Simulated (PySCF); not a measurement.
C6H11N3.
Numbering: `[CH3:1][CH:2]([CH3:3])[c:4]1[cH:5][n:6][n:7]([CH3:8])[n:9]1` (hydrogens: H10, H11, H12 on C1; H13 on C2; H14, H15, H16 on C3; H17 on C5; H18, H19, H20 on C8)

The same species was optimised twice, with GFN2-xTB and with PBE0-D3(BJ)/def2-SVP (PySCF), and the same property calculations (PySCF, gas phase) were run on both structures.

| coordinate | GFN2-xTB | PBE0-D3(BJ)/def2-SVP | change |
| --- | --- | --- | --- |
| N7–C8 (Å) | 1.431 | 1.439 | +0.008 |
| C4–C5 (Å) | 1.403 | 1.411 | +0.008 |
| C2–C4 (Å) | 1.492 | 1.498 | +0.006 |
| N7–N9 (Å) | 1.312 | 1.317 | +0.005 |
| C5–N6 (Å) | 1.325 | 1.329 | +0.004 |
| N6–N7 (Å) | 1.311 | 1.314 | +0.003 |
| C4–N9 (Å) | 1.329 | 1.332 | +0.003 |
| C1–C2 (Å) | 1.530 | 1.528 | -0.002 |
| C2–C3 (Å) | 1.530 | 1.529 | -0.001 |
| C1–C2–C4 (°) | 110.2 | 111.4 | +1.2 |
| N6–N7–N9 (°) | 114.7 | 115.8 | +1.1 |
| C3–C2–C4 (°) | 110.4 | 111.2 | +0.8 |
| C5–N6–N7 (°) | 104.7 | 103.9 | -0.8 |
| C1–C2–C3 (°) | 110.7 | 111.5 | +0.8 |
| N6–N7–C8 (°) | 122.9 | 122.1 | -0.8 |
| C4–N9–N7 (°) | 105.2 | 104.5 | -0.7 |
| C2–C4–N9 (°) | 122.8 | 122.4 | -0.4 |
| C1–C2–C4–C5 (°) | 62 | 61 | -1 |

Rotational constants: A = 3995, B = 969.6, C = 941.7 MHz (GFN2-xTB) against A = 3942, B = 960.8, C = 932.4 MHz (PBE0-D3(BJ)/def2-SVP).

On the GFN2-xTB structure: HOMO (eV) -7.19 [PBE0/pcSseg-1]; LUMO (eV) 0.15 [PBE0/pcSseg-1]; dipole (D) 0.43 [PBE0/pcSseg-1]; GIAO shielding of C1/C3 (mean) (ppm) 160.2 [PBE0/pcSseg-1]; GIAO shielding of C2 (ppm) 156.6 [PBE0/pcSseg-1]; GIAO shielding of C4 (ppm) 26.5 [PBE0/pcSseg-1]; GIAO shielding of C5 (ppm) 52.4 [PBE0/pcSseg-1]; GIAO shielding of N6 (ppm) -102.4 [PBE0/pcSseg-1]; GIAO shielding of N7 (ppm) 4.9 [PBE0/pcSseg-1]; GIAO shielding of C8 (ppm) 145.7 [PBE0/pcSseg-1]; GIAO shielding of N9 (ppm) -90.0 [PBE0/pcSseg-1].

Question: What do these properties become on the PBE0-D3(BJ)/def2-SVP structure?

Answer: 
```tsv
property	level	on GFN2-xTB	on PBE0-D3(BJ)/def2-SVP	change
HOMO (eV)	PBE0/pcSseg-1	-7.19	-7.20	-0.01
LUMO (eV)	PBE0/pcSseg-1	0.15	0.09	-0.06
dipole (D)	PBE0/pcSseg-1	0.43	0.41	-0.02
energy, GFN2-xTB geometry as zero (kcal/mol)	PBE0/pcSseg-1	0.0	-0.6	-0.6
GIAO shielding of C1/C3 (mean) (ppm)	PBE0/pcSseg-1	160.2	158.7	-1.5
GIAO shielding of C2 (ppm)	PBE0/pcSseg-1	156.6	155.6	-1.0
GIAO shielding of C4 (ppm)	PBE0/pcSseg-1	26.5	25.5	-1.0
GIAO shielding of C5 (ppm)	PBE0/pcSseg-1	52.4	50.0	-2.4
GIAO shielding of N6 (ppm)	PBE0/pcSseg-1	-102.4	-103.3	-0.9
GIAO shielding of N7 (ppm)	PBE0/pcSseg-1	4.9	2.3	-2.6
GIAO shielding of C8 (ppm)	PBE0/pcSseg-1	145.7	143.5	-2.2
GIAO shielding of N9 (ppm)	PBE0/pcSseg-1	-90.0	-92.2	-2.2
```

The heavy atoms differ by 0.027 Å rms after alignment. Among bonds between heavy atoms C4–C5 and N7–C8 change most and about equally (+0.008 Å). Changes are differences of the printed values. Neither structure is proved a minimum here.

Shape of the structure used: `[CH3:1][CH:2]([CH3:3])[c:4]1[cH:5][n:6][n:7]([CH3:8])[n:9]1`: C1–C2–C4–C5 61°.
